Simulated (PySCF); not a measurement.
## Trend along group 9: MBr molecules

MP2 with triple-zeta basis sets in PySCF, for the lowest determinant that a PBE0 search found; no spin–orbit coupling. De refers to high-spin ground-configuration atoms.

| M | basis | reference, frozen orbitals | state (unpaired electrons) | Re (Å) | ωe (cm⁻¹) | De (eV) |
| --- | --- | --- | --- | --- | --- | --- |
| Co | def2-TZVPPD | UHF, 14 | triplet (π ↑, δ ↑) | 2.220 | 309 | n/a |
| Rh | def2-TZVPP | UHF, 9 | triplet (σ ↑, δ ↑) | 2.359 | 268 | n/a |
| Ir | def2-TZVPP | UHF, 9 | triplet (π ↑, δ ↑) | 2.260 | 300 | n/a |

The shortest bond is that of CoBr (2.220 Å), the longest that of RhBr (2.359 Å).

The rows differ in basis set, which adds steps of its own.

The state changes along the series, so neighbouring rows are not always alike in their bonding.

Correlated steps freeze the inner cores (9 to 14 orbitals); shallow outer-core shells are correlated. Spin–orbit coupling is left out, which matters for elements this heavy, above all for dissociation energies. The state is the lowest single determinant that the PBE0 search found; with open d or f shells the true ground state can be another one.
